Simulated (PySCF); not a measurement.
ZnSn⁺: frontier orbitals

M06 at R = 2.782 Å; Zn def2-SVPD, Sn def2-SVPD with ECP28; scalar-relativistic core potentials (PySCF 2.14). State: ²Π (doublet), unpaired electrons π ↑. Only the outer orbitals are listed, counted within each symmetry, core potentials removing the inner ones.

```
spin  orbital  occ.  ε (eV)  on Zn (%)            main shells (%)
   α       9σ     1  -19.64         92                    93 Zn d
   α       5π     1  -19.51        100                   100 Zn d
   α       5π     1  -19.50        100                   100 Zn d
   α       2δ     1  -19.43        100                   100 Zn d
   α       2δ     1  -19.43        100                   100 Zn d
   α      10σ     1  -17.95         14                    86 Sn s
   α      11σ     1  -12.76         70           69 Zn s, 23 Sn p
   α       6π     1  -10.15          4                    95 Sn p
   α       6π     0   -8.74          6                    93 Sn p
   α      12σ     0   -8.05         45  54 Sn p, 24 Zn s, 21 Zn p
   α       7π     0   -5.53         85            85 Zn p, 8 Sn d
   β       9σ     1  -19.62         94                    95 Zn d
   β       5π     1  -19.51        100                   100 Zn d
   β       5π     1  -19.49        100                   100 Zn d
   β       2δ     1  -19.43        100                   100 Zn d
   β       2δ     1  -19.43        100                   100 Zn d
   β      10σ     1  -17.65         12                    88 Sn s
   β      11σ     1  -12.71         71           71 Zn s, 22 Sn p
   β       6π     0   -8.74          6                    94 Sn p
   β       6π     0   -8.08          9            90 Sn p, 9 Zn p
   β      12σ     0   -7.99         44  56 Sn p, 22 Zn p, 22 Zn s
```

**Question.** Which are the highest filled and the lowest empty level, where do they sit, and how wide is the gap?

**Answer.** Highest filled α 6π at -10.15 eV (in %: 95 Sn p); lowest empty β 6π at -8.74 eV (in %: 94 Sn p); the gap at M06 is 1.41 eV. Both belong to one degenerate shell, split only by its one-sided filling, so this is no excitation gap.

```
bond order (Mayer)                                                                                                 : 0.86
⟨S²⟩                                                                                                               : 0.751
charge on Zn (Mulliken, basis-dependent)                                                                           : 0.45
charge on Zn (Löwdin, basis-dependent)                                                                             : 0.55
dipole moment (positive dipole points towards Sn; it is taken about the centre of mass and depends on that origin) : -1.03 D
```

Spin–orbit coupling is left out. The state was picked by a PBE0 search and need not be the measured ground state.
